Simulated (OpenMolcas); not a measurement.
**What dynamic correlation does to the levels of Rh²⁺**

* Program: OpenMolcas
* Basis: ANO-RCC-VDZP [6s5p3d1f]
* Scalar Hamiltonian: DKH2, point nucleus
* Active space: 7 electrons in 9 orbitals (RAS2 4d 5s; RAS3 5p, at most 2 electrons)
* State averaging: 2S+1 = 4 even, 60 roots; 2S+1 = 6 even, 5 roots kept (CI in the orbitals of an earlier block); 2S+1 = 2 even, 83 roots kept (CI in the orbitals of an earlier block); 2S+1 = 4 odd, 87 roots (49 in the spin-orbit step); 2S+1 = 6 odd, 15 roots kept (CI in the orbitals of an earlier block); 2S+1 = 2 odd, 45 roots kept (CI in the orbitals of an earlier block, 0 in the spin-orbit step)
* Spin-orbit coupling: state interaction with AMFI integrals over the reference wave functions, term energies averaged over their components

Methods on the same reference wave functions:
A. RASSCF
B. SS-RASPT2, IPEA 0.25 Eh, imaginary shift 0.1 Eh (closed shells correlated: 4s 4p)
C. MS-RASPT2, IPEA 0.25 Eh, imaginary shift 0.1 Eh (closed shells correlated: 4s 4p)

Energies in cm-1 above 4d7 4F 9/2, the measured ground level; measured values from the list in Shadmi, J. Res. Natl. Bur. Stand. 70A, 435 (1966).

```tsv
Level	A	B	C	Measured
4d7 4F 9/2	0.0	0.0	0.0	0.0
4d7 4F 7/2	2330	2360	2360	2148
4d7 4F 5/2	3832	3820	3820	3486
4d7 4F 3/2	4788	4730	4730	4322
4d7 4P 5/2	14790	12340	12330	11062
4d7 4P 3/2 [66 %]	14811	11900	11900	10997
4d7 2G 9/2	15666	13670	13670	
4d7 4P 1/2	16398	13780	13770	
4d7 2G 7/2	17950	15900	15900	
4d7 2H 11/2	21089	18980	18980	
4d7 2D 5/2(1)	22341	18930	18930	
4d7 2P 1/2	22785	18730	18730	
4d7 2H 9/2	23380	21280	21280	
4d7 2D 3/2(1) [68 %]	26297	22690	22700	
4d7 2F 5/2	34233	29150	29150	
4d7 2F 7/2	35344	30320	30320	
4d6 5s 6D 9/2	37218	41300	41300	43022
4d6 5s 6D 7/2	38591	42680	42680	44394
4d6 5s 6D 5/2	39507	43580	43580	45278
4d6 5s 6D 3/2	40122	44190	44190	45877
4d6 5s 6D 1/2	40486	44550	44550	
4d6 5s 4D 7/2(1)	50271	53010	53010	
4d6 5s 4D 5/2(1)	51877	54620	54620	
4d6 5s 4D 3/2(1)	52794	55550	55550
```

Deviations, from unrounded energies. A percentage is the sum of absolute deviations over the sum of measured energies, with the sign that they share, or ± where signs differ.

```
                        Against measurement  Levels      A     B     C
             mean absolute deviation (cm-1)       9   3500  1100  1100
      fine structure of the ground term (%)       3  +10.0  +9.6  +9.6
other terms of the ground configuration (%)       2  +34.2  +9.9  +9.8
                   other configurations (%)       4  -13.0  -3.8  -3.8
```

B, C lie about equally close to measurement and A furthest from it. The largest miss of C in the table is 4d6 5s 6D 9/2, by -1700 cm-1. The ranking rests on the paired levels alone, and a cruder setting can come out closer through cancelling errors.

Between B and C the level of the table that moves most is 4d7 4P 1/2, by 8.3 cm-1 (lowest in C, highest in B). Moves below CASPT2's spread within the term are not significant.

The two smallest mean deviations differ by little beside CASPT2's spread within terms, so their order carries little weight.

From A to B the spin-free energies of the other terms of 4d7 shown, above 4F, scale by factors of 0.77 to 0.89, as is usual when dynamic correlation screens the repulsion within a d or f shell.

The lowest spin-free term lies below A's lowest term by 0.331 hartree in B, 0.331 hartree in C.

CASPT2 breaks the degeneracy within a term, and the mean is taken; among the terms shown or strongly mixed into the levels shown the widest spread is 650 cm-1 (4d7 4F, C). Some high roots are left out of the spin-orbit mixing, which shifts the levels that they would mix with. Terms from blocks run as CI alone lack orbitals of their own. A single d shell beside an s shell can misplace configurations of different d count against each other. Without dynamic correlation excited terms often stand tens of per cent too high (terms of higher spin than the ground term too low), and those without a measured partner can miss by more than the paired ones (holds for A). Blocks of more than 70 roots (2S+1 = 2 even) ran without multistate coupling (holds for C). Measured partners are found by configuration, term and J. A level has none where our copy of the source lacks it or the pairing is in doubt (some pairs that miss far off the trend of their configuration count as doubtful), and it then counts in no deviation. Levels of configurations outside the active space are missing. The table leaves out levels that lie high or whose names do not pair safely across all columns.

A share in square brackets marks a mixed level and gives the weight of the term that names it, the lowest over the columns. A number in round brackets counts repeated terms of one configuration in the order of the reference energies.
